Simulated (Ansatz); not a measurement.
Cost and result for the atomization energy of `O[CH]1[NH][GeH2]1` (9 atoms, 9 bonds).

```
atom   x (Å)   y (Å)   z (Å)
  O1   0.476   0.493   1.712
  C2   0.708   0.436   0.401
  N3   0.773  -0.722  -0.162
 Ge4  -1.459  -0.146  -0.636
  H5   0.283   1.400   1.970
  H6   0.986   1.381  -0.074
  H7   1.115  -0.636  -1.113
  H8  -1.064  -0.662  -2.079
  H9  -1.817  -1.546  -0.018
```

Charge 0, multiplicity 1. Correlated methods include outer-core shells of Ge, which these sets cover unevenly. Scalar relativity is left out up to krypton. The geometry is a stationary point of PBE0-D4/def2-TZVP. It is one conformer, not always the lowest. Program: Ansatz. All runs use 4 threads of an Arm Neoverse V1 on a shared host. Times are those of one run each, without the atoms' runs, and a repeat can differ threefold. Electronic energies, without spin–orbit coupling; frozen cores. CCSD(T)/CBS adds CCSD(T) − MP2 in def2-TZVPP to the MP2 limit, and its time is that of the two runs behind it. T1 = 0.014. With those shells the extrapolation isn't a true limit. B3LYP takes the VWN-RPA correlation (the form of Gaussian; ORCA's B3LYP/G).

CCSD(T)/CBS is a level of theory with its own doubt, some kJ/mol a heavy atom from the limit and from the frozen cores, so smaller differences don't rank the functionals.

```json
{"level": "PBE-D4/def2-TZVPP (with forces)", "functions": "211", "wall time": "2.1 s"}
{"level": "PBE0-D4/def2-TZVPP", "functions": "211", "wall time": "2.4 s"}
{"level": "B3LYP-D4/def2-TZVPP (with forces)", "functions": "211", "wall time": "3.6 s"}
{"level": "r2SCAN-D4/def2-TZVPP (with forces)", "functions": "211", "wall time": "3.9 s"}
{"level": "B2PLYP/def2-TZVPP", "functions": "211", "wall time": "4.3 s"}
{"level": "ωB97X-V/def2-TZVPP", "functions": "211", "wall time": "6.5 s"}
{"level": "ωB97M-V/def2-TZVPP (with forces)", "functions": "211", "wall time": "9 s"}
{"level": "MP2/def2-QZVPP", "functions": "410", "wall time": "19 s"}
{"level": "CCSD(T)/def2-TZVPP", "functions": "211", "wall time": "100 s"}
{"level": "CCSD(T)/CBS(def2)", "functions": "–", "wall time": "2.1 min"}
```

Problem. What atomization energy does each give, and how far from CCSD(T)/CBS? (An estimate is asked.)

Solution. Ansatz gave: 
| level | atomization (kJ/mol) | difference from CCSD(T)/CBS | per bond |
| --- | --- | --- | --- |
| PBE-D4/def2-TZVPP (with forces) | 3048.8 | 98.4 | 10.9 |
| PBE0-D4/def2-TZVPP | 2945.9 | -4.5 | -0.5 |
| B3LYP-D4/def2-TZVPP (with forces) | 2960.3 | 9.9 | 1.1 |
| r2SCAN-D4/def2-TZVPP (with forces) | 2956.5 | 6.1 | 0.7 |
| B2PLYP/def2-TZVPP | 2913.9 | -36.5 | -4.1 |
| ωB97X-V/def2-TZVPP | 2956.8 | 6.4 | 0.7 |
| ωB97M-V/def2-TZVPP (with forces) | 2956.1 | 5.7 | 0.6 |
| MP2/def2-QZVPP | 2951.3 | 0.9 | 0.1 |
| CCSD(T)/def2-TZVPP | 2858.1 | -92.3 | -10.3 |
| CCSD(T)/CBS(def2) | 2950.4 | 0.0 | 0.0 |

From PBE to PBE0 (25 % exact exchange), in def2-TZVPP and without D4, the atomization energy moves by −100.1 kJ/mol: exact exchange takes away binding that semilocal exchange gives to molecules. In def2-TZVPP, CCSD(T) changes the Hartree–Fock value by +955.4 kJ/mol (the triples alone add +62.8 kJ/mol) and MP2 by +994.3 kJ/mol; breaking electron pairs costs correlation energy, which Hartree–Fock lacks. The D4 term adds +27.3 kJ/mol with B3LYP and +14.1 kJ/mol with PBE0; it sums over pairs of atoms, weighted by their polarisabilities, and B3LYP, whose exchange is more repulsive, gets the larger term.
